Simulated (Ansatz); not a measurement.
Ansatz (an electronic-structure program) input (PBE-QIDH/def2-TZVPD):

Ansatz 0.2 input:
```yaml
crystal:
  periodic: [false, false, false]
  atoms:
    - {symbol: C, position_ang: [1.53627098, 0.57570899, -0.83305057]}
    - {symbol: Si, position_ang: [0.00736039, 0.01516324, 0.00180400]}
    - {symbol: O, position_ang: [-0.56128161, -1.38620737, -0.65972961]}
    - {symbol: O, position_ang: [-1.03178877, 1.27672941, -0.11791325]}
    - {symbol: O, position_ang: [0.19845757, -0.35709723, 1.59053184]}
    - {symbol: H, position_ang: [1.68669272, 1.60143689, -1.14765947]}
    - {symbol: H, position_ang: [2.37386683, -0.08712723, -1.01876658]}
    - {symbol: H, position_ang: [-0.67693740, -1.41683277, -1.61248087]}
    - {symbol: H, position_ang: [-1.81451475, 1.25844256, 0.43913093]}
    - {symbol: H, position_ang: [0.26712377, -1.28985735, 1.80971144]}
basis:
  gaussian:
    orbitals: def2-TZVPD
hamiltonian:
  xc: {name: PBE-QIDH}
magnetization: {spin_polarized: true, initial_magnetization: 1}
correlation: {electrons: outside_noble_gas}
```

End of the output:

```
integrals: 0.70 GiB planned
1614 factors; integrals over basis functions are off by at most 1.2e-3 eV
mean field: 2.09 GiB planned
mean field evaluation 1: about -15112.5002 eV, gradient 4.6e1 eV
mean field evaluation 2: about -15112.5848 eV, gradient 4.6e1 eV
mean field evaluation 4: about -15119.4403 eV, gradient 2.7e0 eV
mean field evaluation 8: about -15119.4903 eV, gradient 2.1e-1 eV
mean field evaluation 16: about -15119.4910 eV, gradient 5.3e-4 eV
mean field -15119.49102702 eV, -555.6310468837 hartree, gradient 4.4e-6 eV, S^2 0.756754; 0 other end points of the search recorded, 0 dependent functions left out
9 core orbitals not correlated
reference -15119.49104528 eV, -555.6310475551 hartree; 16, 15 occupied and 220, 221 virtual orbitals, 1614 factors
second order -29.45432118 eV of doubles, -0.00000000 eV of singles
Total energy: -15129.30915234 eV, -555.9918563346 hartree
```

It need not be the lowest isomer of its formula.
